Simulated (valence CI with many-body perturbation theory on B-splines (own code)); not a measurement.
**Level structure of Ir⁷²⁺**

Method: valence CI with perturbative core correlation (CI+MBPT): three valence electrons over a frozen Dirac-Fock core [He], a basis of 11 s, 11 p, 10 d, 8 f, 5 g, 2 h functions for each j, with the one-electron correlation potential Σ1, the two-electron term Σ2, the three-electron term Σ3, Breit, model QED; selected CI, second order for the rest, scaled by the run's own slope (own B-spline code, finite nucleus).

The last digits are not significant, and no measured levels were compared; by estimate large intervals hold to a few tenths of a per cent, small ones and those within an open d or f shell to about a per cent.

Levels 1 to 45 of 165, with energies above the lowest level, (2s^2 2p1/2) J=1/2. "Leading %" is the weight of the configuration and term that name the level; weights of strongly mixed levels are sums over their largest components and can fall short, so below about 35 % the name and the second component can differ from the true leading terms, or belong to a minority configuration. In the jj column 3d3/2^4 stands for four electrons in 3d with j = 3/2. Lifetimes count E1, E2, E3, M1 and M2 decay at the calculated energies, and are blank where another channel may lead or the interval is too uncertain; long ones can be off by a factor of two.

```tsv
No.	Configuration	Term	J	E (eV)	Leading %	Second component	Lifetime	Leading jj
1	2s2 2p	2P°	1/2	0	100			2s^2 2p1/2 (100 %)
2	2s 2p2	4P	1/2	291	49	32 % 2s 2p2 2S	35.4 ps	2s 2p1/2^2 (100 %)
3	2s2 2p	2P°	3/2	1756	99		11.8 ps	2s^2 2p3/2 (99 %)
4	2s 2p2	4P	3/2	1961	90	7 % 2s 2p2 2D	5.43 ps	2s 2p1/2 2p3/2 (100 %)
5	2s 2p2	2D	5/2	2003	64	36 % 2s 2p2 4P	102 ps	2s 2p1/2 2p3/2 (100 %)
6	2s 2p2	2P	1/2	2080	68	32 % 2s 2p2 4P	52.9 fs	2s 2p1/2 2p3/2 (100 %)
7	2s 2p2	2D	3/2	2082	61	38 % 2s 2p2 2P	57.6 fs	2s 2p1/2 2p3/2 (100 %)
8	2p3	2P°	3/2	2383	49	27 % 2p3 2D°	76.2 fs	2p1/2^2 2p3/2 (99 %)
9	2s 2p2	4P	5/2	3735	64	36 % 2s 2p2 2D	247 fs	2s 2p3/2^2 (100 %)
10	2s 2p2	2S	1/2	3851	68	20 % 2s 2p2 4P	67.5 fs	2s 2p3/2^2 (100 %)
11	2s 2p2	2P	3/2	3851	59	32 % 2s 2p2 2D	36.1 fs	2s 2p3/2^2 (100 %)
12	2p3	4S°	3/2	4086	55	44 % 2p3 2D°	37.4 fs	2p1/2 2p3/2^2 (100 %)
13	2p3	2D°	5/2	4109	100		39.3 fs	2p1/2 2p3/2^2 (100 %)
14	2p3	2P°	1/2	4171	100		35.0 fs	2p1/2 2p3/2^2 (100 %)
15	2p3	2P°	3/2	5888	51	28 % 2p3 2D°	25.0 fs	2p3/2^3 (100 %)
16	2s2 3s	2S	1/2	11673	98		2.77 fs	2s^2 3s (98 %)
17	2s2 3p	2P°	1/2	11769	96		72.8 fs	2s^2 3p1/2 (96 %)
18	2s 2p 3s	4P°	1/2	11868	85	14 % 2s 2p 3s 2P°	3.08 fs	2s 2p1/2 3s (99 %)
19	2s 2p 3s	4P°	3/2	11897	58	42 % 2s 2p 3s 2P°	2.77 fs	2s 2p1/2 3s (100 %)
20	2s 2p 3s	2P°	1/2	11930	95	4 % 2s 2p 3s 4P°	3.52 fs	2s 2p1/2 3s (99 %)
21	2s 2p 3p	4D	1/2	11948	72	22 % 2s 2p 3p 2P	4.08 fs	2s 2p1/2 3p1/2 (100 %)
22	2s 2p 3p	4D	3/2	11978	39	34 % 2s 2p 3p 2D	1.63 fs	2s 2p1/2 3p1/2 (100 %)
23	2s 2p 3p	4P	1/2	12027	45	31 % 2s 2p 3p 2S	3.07 fs	2s 2p1/2 3p1/2 (99 %)
24	2p2 3s	4P	1/2	12215	45	31 % 2p2 3s 2S	3.49 fs	2p1/2^2 3s (97 %)
25	2s2 3p	2P°	3/2	12287	98		56.6 fs	2s^2 3p3/2 (98 %)
26	2p2 3p	2P°	1/2	12291	46	37 % 2p2 3p 4D°	956 as	2p1/2^2 3p1/2 (98 %)
27	2s2 3d	2D	3/2	12348	98		467 as	2s^2 3d3/2 (98 %)
28	2s 2p 3p	4P	3/2	12480	31	27 % 2s 2p 3p 4D	4.80 fs	2s 2p1/2 3p3/2 (100 %)
29	2s2 3d	2D	5/2	12483	88	4 % 2s 2p 3p 4D	586 as	2s^2 3d5/2 (88 %)
30	2s 2p 3p	4D	5/2	12516	38	36 % 2s 2p 3p 2D	4.59 fs	2s 2p1/2 3p3/2 (89 %)
31	2s 2p 3p	2D	3/2	12518	42	24 % 2s 2p 3p 2P	2.16 fs	2s 2p1/2 3p3/2 (100 %)
32	2s 2p 3p	2P	1/2	12522	44	20 % 2s 2p 3p 2S	1.37 fs	2s 2p1/2 3p3/2 (99 %)
33	2s 2p 3d	4F°	3/2	12529	69	14 % 2s 2p 3d 2D°	1.83 fs	2s 2p1/2 3d3/2 (100 %)
34	2s 2p 3d	4F°	5/2	12562	40	34 % 2s 2p 3d 2F°	2.86 fs	2s 2p1/2 3d3/2 (99 %)
35	2s 2p 3d	2P°	3/2	12580	30	23 % 2s 2p 3d 2D°	394 as	2s 2p1/2 3d3/2 (99 %)
36	2s 2p 3d	4D°	1/2	12584	53	41 % 2s 2p 3d 2P°	394 as	2s 2p1/2 3d3/2 (99 %)
37	2s 2p 3d	4P°	5/2	12677	33	30 % 2s 2p 3d 4D°	527 as	2s 2p1/2 3d5/2 (100 %)
38	2s 2p 3d	2F°	7/2	12708	41	36 % 2s 2p 3d 4F°	538 as	2s 2p1/2 3d5/2 (100 %)
39	2s 2p 3d	2F°	5/2	12720	46	26 % 2s 2p 3d 2D°	539 as	2s 2p1/2 3d5/2 (99 %)
40	2s 2p 3d	2P°	3/2	12721	39	31 % 2s 2p 3d 2D°	547 as	2s 2p1/2 3d5/2 (96 %)
41	2p2 3p	2P°	3/2	12826	34	19 % 2p2 3p 4D°	1.93 fs	2p1/2^2 3p3/2 (96 %)
42	2p2 3d	2D	3/2	12871	43	32 % 2p2 3d 4F	2.84 fs	2p1/2^2 3d3/2 (98 %)
43	2p2 3d	2D	5/2	13020	37	18 % 2p2 3d 4D	547 as	2p1/2^2 3d5/2 (98 %)
44	2s 2p 3s	4P°	5/2	13629	100		4.07 fs	2s 2p3/2 3s (100 %)
45	2s 2p 3s	2P°	3/2	13658	76	24 % 2s 2p 3s 4P°	2.42 fs	2s 2p3/2 3s (100 %)
```

The ionisation energy to 2s2 1S_0 of the next ion comes out as 20642 eV (NIST: 20650 ± 70 eV (theoretical)). All 165 levels together are meant to be complete up to 17048 eV.
